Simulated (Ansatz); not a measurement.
Ga₇Sb₇H₂₀, a nanocrystal cut from zinc blende GaSb (hydrogen-capped). Charge 0, multiplicity 3. Geometry PBE-D4/def2-SVP, that of the neutral singlet; atoms count from 1.

Cartesian coordinates in Å:
```
Ga 3.933 -1.529 -0.268
Ga -3.308 1.008 -2.409
Ga 1.230 1.778 -1.433
Ga -0.359 -2.378 -0.994
Ga 1.109 -2.547 3.188
Ga -1.528 0.787 1.944
Ga 2.732 1.713 2.740
Sb -2.478 -1.531 -2.474
Sb 1.678 -0.822 -1.665
Sb 2.978 -0.903 2.168
Sb -1.016 2.295 -2.878
Sb -3.552 1.382 0.224
Sb 0.573 2.165 1.105
Sb -0.923 -1.758 1.519
H 5.021 -0.483 -0.737
H 4.029 -3.095 -0.452
H -4.545 1.382 -3.309
H 2.351 2.728 -2.009
H -0.189 -3.916 -1.306
H 1.390 -4.046 2.777
H 0.644 -2.061 4.617
H -2.060 1.141 3.387
H 3.899 2.551 2.083
H 2.162 1.924 4.199
H -2.324 -1.902 -4.147
H -3.898 -2.462 -2.205
H 1.843 -1.064 -3.362
H 4.331 -1.318 3.146
H -0.771 2.160 -4.575
H -1.442 3.962 -2.882
H -4.113 3.000 0.385
H -5.039 0.626 0.641
H 0.038 3.802 1.147
H -2.397 -2.591 1.833
```

In the def2 sets Sb takes a core potential; there is no spin–orbit coupling. Single mean-field runs in def2-SVP are fitted with def2-universal-jkfit. At PBE0-D4/def2-SVP a singlet of charge 0 lies 4.15 eV below the triplet at the same geometry.

(1) Estimate the Mulliken populations of the heavy atoms from the PBE0/def2-SVP orbitals of Ansatz.

(2) Where does the spin sit?

(3) And the Mayer bond orders between heavy atoms (over 0.3)?

Answers

(1) 
| atom | charge (e) | spin (α − β) |
| --- | --- | --- |
| Ga1 | 0.19 | -0.03 |
| Ga2 | 0.12 | 0.00 |
| Ga3 | 0.16 | -0.01 |
| Ga4 | 0.17 | 0.00 |
| Ga5 | 0.23 | 0.16 |
| Ga6 | 0.17 | 0.00 |
| Ga7 | 0.20 | 0.02 |
| Sb8 | 0.05 | 0.00 |
| Sb9 | -0.17 | 0.10 |
| Sb10 | -0.08 | 0.72 |
| Sb11 | 0.05 | 0.00 |
| Sb12 | 0.05 | 0.00 |
| Sb13 | -0.18 | 0.13 |
| Sb14 | -0.18 | 0.22 |
Mulliken values depend strongly on the basis.

(2) Summed by element: Ga 0.15, Sb 1.17, H 0.68, of 2 unpaired in all. Largest on single atoms: Sb10 0.72, Sb14 0.22, H28 0.16.

(3) Ga1–Sb9 0.63 (2.74 Å); Ga1–Sb10 0.69 (2.69 Å); Ga2–Sb8 0.79 (2.67 Å); Ga2–Sb11 0.79 (2.67 Å); Ga2–Sb12 0.79 (2.67 Å); Ga3–Sb9 0.83 (2.65 Å); Ga3–Sb11 0.61 (2.72 Å); Ga3–Sb13 0.83 (2.65 Å); Ga4–Sb8 0.61 (2.72 Å); Ga4–Sb9 0.83 (2.65 Å); Ga4–Sb14 0.81 (2.65 Å); Ga5–Sb10 0.52 (2.69 Å); Ga5–Sb14 0.65 (2.75 Å); Ga6–Sb12 0.61 (2.72 Å); Ga6–Sb13 0.83 (2.65 Å); Ga6–Sb14 0.81 (2.65 Å); Ga7–Sb10 0.64 (2.69 Å); Ga7–Sb13 0.63 (2.75 Å).
